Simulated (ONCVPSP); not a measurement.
## Which change was made? (Hf, ONCV)

| Quantity | Value |
| --- | --- |
| Element | hafnium |
| Generator | ONCVPSP 4.0.1 |
| Type | optimised norm-conserving Vanderbilt (ONCV) |
| Functional | PW91 |
| Relativity | scalar-relativistic |
| Frozen core | [Kr] 4d10 4f14 5s2 |
| Valence charge | 10 |
| Reference configuration | 5p6 5d2 6s1.5 (charge +0.5) |
| Partial waves | 6s: rc 2.95 bohr, ncon 4, nbas 7, qcut 2 1/bohr, 1 projector; 5p: rc 1.90 bohr, ncon 5, nbas 9, qcut 7.1 1/bohr, 2 projectors, debl 0.9 Ha; 5d: rc 2.05 bohr, ncon 4, nbas 7, qcut 5.2 1/bohr, 2 projectors, debl 2 Ha |
| Local potential | polynomial inside 1.30 bohr (lpopt 3, dvloc0 4 Ha) |
| Core correction | polynomial model core, fcfact 0.55 |

In the p channel the program set the typed energies aside and used -1.431, 0.250 Ha.

Cutoffs, loose and tight: the cutoffs (Ha) at which the residual kinetic energy of the hardest occupied pseudo-wave falls to 1 and 0.1 mHa per electron. They do not see the model core or the augmentation charge, which bear on the density cutoff. Test errors are all-electron minus pseudo excitation energies from the reference, over the configurations 5p6 5d2 6s2; 5p6 5d2 6s1; 5p6 5d2 6s0; 5p6 5d3 6s0; variants that change the core or the reference have their own tests.

The base gives: outcome: generated, projector energies reset by the program; cutoff, loose: 18 Ha; cutoff, tight: 22 Ha; bound ghosts: s; GHOST(+) flags above zero: none; largest test error (meV): -39.

Q: After one change the result is: outcome: generated; cutoff, loose: 25 Ha; cutoff, tight: 76 Ha; bound ghosts: none; GHOST(+) flags above zero: s; largest test error (meV): -12. Which change was it?
A. core [Kr] 4d10 4f14, valence charge 12; reference 5s2 5p6 5d2 6s1.5; waves now 5s+6s: rc 1.65 bohr, ncon 4, nbas 9, qcut 9.1 1/bohr, 2 projectors; 5p: rc 1.50 bohr, ncon 3, nbas 7, qcut 5.1 1/bohr, 1 projector; 5d: rc 2.55 bohr, ncon 4, nbas 9, qcut 7.4 1/bohr, 2 projectors, debl 2.7 Ha; local potential polynomial inside 1.30 bohr (lpopt 5, dvloc0 1 Ha)
B. s: qcut 1.3
C. s: qcut 1.5; p: qcut 5.4; d: qcut 3.9
D. s: rc 3.14

A: A. The others give: s: rc 3.14 → outcome: generated, projector energies reset by the program; cutoff, loose: 18 Ha; cutoff, tight: 22 Ha; bound ghosts: s; GHOST(+) flags above zero: none; largest test error (meV): -31 | s: qcut 1.3 → outcome: generated, projector energies reset by the program; cutoff, loose: 18 Ha; cutoff, tight: 22 Ha; bound ghosts: s; GHOST(+) flags above zero: none; largest test error (meV): -21 | s: qcut 1.5; p: qcut 5.4; d: qcut 3.9 → outcome: generated, projector energies reset by the program; cutoff, loose: 29 Ha; cutoff, tight: 42 Ha; bound ghosts: s; GHOST(+) flags above zero: none; largest test error (meV): -20.
